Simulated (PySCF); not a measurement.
SnCl from Hartree–Fock to correlated methods

State: ²Π (doublet), unpaired electrons π ↑. Set-up: basis Sn def2-SVPD with ECP28, Cl def2-SVPD; scalar-relativistic core potentials; PySCF 2.14. De refers to Sn + Cl in their high-spin ground configurations, without counterpoise correction. The functionals are run spin-unrestricted. A positive dipole means Sn(−)Cl(+).

```json
{"Level": "UHF", "Re (Å)": "2.432", "ωe (cm⁻¹)": "336", "De (eV)": "2.62", "μ (D)": "-3.43"}
{"Level": "UHF-MP2", "Re (Å)": "2.427", "ωe (cm⁻¹)": "339", "De (eV)": "3.69", "μ (D)": "n/a"}
{"Level": "UHF-SCS-MP2", "Re (Å)": "2.435", "ωe (cm⁻¹)": "335", "De (eV)": "3.59", "μ (D)": "n/a"}
{"Level": "UHF-CCSD", "Re (Å)": "2.433", "ωe (cm⁻¹)": "336", "De (eV)": "3.45", "μ (D)": "n/a"}
{"Level": "UHF-CCSD(T)", "Re (Å)": "2.437", "ωe (cm⁻¹)": "334", "De (eV)": "3.55", "μ (D)": "n/a"}
{"Level": "PBE", "Re (Å)": "2.435", "ωe (cm⁻¹)": "329", "De (eV)": "4.08", "μ (D)": "-2.88"}
{"Level": "BLYP", "Re (Å)": "2.461", "ωe (cm⁻¹)": "315", "De (eV)": "3.92", "μ (D)": "-3.04"}
{"Level": "BP86", "Re (Å)": "2.435", "ωe (cm⁻¹)": "329", "De (eV)": "4.04", "μ (D)": "-2.85"}
{"Level": "TPSS", "Re (Å)": "2.431", "ωe (cm⁻¹)": "332", "De (eV)": "4.05", "μ (D)": "-2.94"}
{"Level": "r²SCAN", "Re (Å)": "2.415", "ωe (cm⁻¹)": "341", "De (eV)": "4.00", "μ (D)": "-2.85"}
{"Level": "PBE0", "Re (Å)": "2.414", "ωe (cm⁻¹)": "341", "De (eV)": "3.91", "μ (D)": "-3.00"}
{"Level": "CAM-B3LYP", "Re (Å)": "2.416", "ωe (cm⁻¹)": "341", "De (eV)": "3.81", "μ (D)": "-3.14"}
```

(1) Which functional lies closest to UHF-CCSD(T) in De, which farthest, and by how much do they differ from it?

(2) What does a quarter of exact exchange do here, going from PBE to PBE0?

(3) What does the triples do here, going from UHF-CCSD to UHF-CCSD(T)?

Correlated steps freeze 9 core orbitals. Correlated levels converge slowly with the basis: in double zeta they bind strong bonds too weakly, by up to about 1 eV, and carry superposition errors of some tenths. These are scalar-relativistic numbers at best; spin–orbit coupling would shift them, the dissociation energy most. The state was picked by a PBE0 search and need not be the measured ground state.

The whole job (state search and all levels along the bond) took about 3.4 min on 1 thread of Oxide Virtual Turin-like (shared host), peak memory 0.75 GiB.

Results:

(1) Closest is CAM-B3LYP (-2.1 pm in Re, +2.1 % in ωe, +0.26 eV in De against UHF-CCSD(T) in the same basis), farthest PBE (-0.2 pm in Re, -1.5 % in ωe, +0.53 eV in De). CCSD(T) converges more slowly with the basis than the functionals do and binds too weakly in this one, so the order can change at the basis-set limit.

(2) PBE0 less PBE: -2.1 pm in Re, +3.6 % in ωe, -0.17 eV in De. Exact exchange removes part of the self-interaction that spreads semilocal densities, and in most molecules shortens and stiffens the bond and lowers De; so it does here.

(3) UHF-CCSD(T) less UHF-CCSD: +0.4 pm in Re, -0.6 % in ωe, +0.10 eV in De. Correlation nearly always deepens the well. The bond lengthens, as in strong covalent bonds, where excitations into antibonding orbitals dominate.
